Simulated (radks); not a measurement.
The numbers below are computed, except where a source is named.
Ge3+, configuration [Ar] 3d10 4s1. Level of theory: scalar-relativistic Kohn-Sham, OLYP, spin-polarised, spherical densities, finite nucleus; open shells are filled with parallel spins first; Fermi nuclear charge, rms radius 4.0742 fm (a radial shooting solver on a logarithmic mesh with Libxc functionals).

X-ray form factor f0, the Fourier transform of the density (f0(0) = 29):

sin(theta)/lambda (1/angstrom)  f0 (electrons)
0.05                                    28.734
0.1                                     27.976
0.15                                    26.830
0.2                                     25.426
0.25                                    23.879
0.3                                     22.277
0.4                                     19.127
0.5                                     16.252
0.6                                     13.781
0.8                                     10.170
1                                        8.050
1.25                                     6.624
1.5                                      5.769
2                                        4.431
